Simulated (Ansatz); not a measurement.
`C[CH2][Sb]1[CH]=[N]1`, charge 0, multiplicity 1.

Task: Give a relaxed structure at PBE0-D4/def2-TZVP (the Gaussian-basis code of Ansatz). (An estimate is asked.)

Result: Computed: 
Cartesian coordinates in Å:
```
C -0.008 1.349 0.625
C 0.977 0.242 0.292
Sb 0.163 -1.742 0.654
C -0.891 -1.869 -1.190
N -1.715 -1.357 -0.433
H -0.287 1.332 1.682
H 0.414 2.335 0.410
H -0.929 1.248 0.047
H 1.878 0.311 0.911
H 1.299 0.290 -0.751
H -0.902 -2.141 -2.247
```
This is one stationary point; other conformers may exist.
